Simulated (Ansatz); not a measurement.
Ansatz (a program for electronic structure) job for ClHO2SW, SMILES [O]=[W](=[O])([SH])[Cl], multiplicity 1, PBE/def2-SVPD. Geometry optimised at B3LYP-D3(BJ)/def2-SVP. The spin state was assumed, not searched. The structure was generated by enumeration; whether it is a known compound was not checked. The def2 effective core potentials stand for the cores of W; spin–orbit coupling is left out. One conformer was computed; it need not be the lowest.

Ansatz 0.2 input:
```yaml
crystal:
  periodic: [false, false, false]
  atoms:
    - {symbol: W, position_ang: [0.20672736, -0.06111312, 0.06089082]}
    - {symbol: O, position_ang: [1.32157113, -0.84564426, -0.96991414]}
    - {symbol: O, position_ang: [0.82824662, -0.05226809, 1.65100807]}
    - {symbol: Cl, position_ang: [-0.17094723, 2.07720598, -0.67420205]}
    - {symbol: S, position_ang: [-1.74353991, -1.36723071, 0.16549756]}
    - {symbol: H, position_ang: [-1.69362475, -1.73114051, -1.14119839]}
basis:
  gaussian:
    orbitals: def2-SVPD
hamiltonian:
  xc: {name: PBE}
```

Log of the run:

```
WARN ansatz: RAYON_NUM_THREADS=1 ignored (pool sized by the plan → 1); use --threads N
Functional definition: PBE
integrals: 0.09 GiB planned
1296 factors; their error is unknown
mean field: 0.52 GiB planned
mean field evaluation 1: about -29258.4068 eV, gradient 1.0e2 eV
mean field evaluation 2: about -28878.6459 eV, gradient 3.4e2 eV
mean field evaluation 4: about -29275.1204 eV, gradient 3.0e1 eV
mean field evaluation 8: about -29277.3546 eV, gradient 3.3e0 eV
mean field evaluation 16: about -29277.3177 eV, gradient 4.8e-3 eV
mean field -29277.31768705 eV, -1075.9215801206 hartree, gradient 7.1e-5 eV, S^2 0.000000; 0 other end points of the search recorded, 0 dependent functions left out
reference -29277.31774459 eV, -1075.9215822349 hartree; 32, 32 occupied and 111, 111 virtual orbitals, 1296 factors
Total energy: -29277.31774459 eV, -1075.9215822349 hartree
```

The run converged.
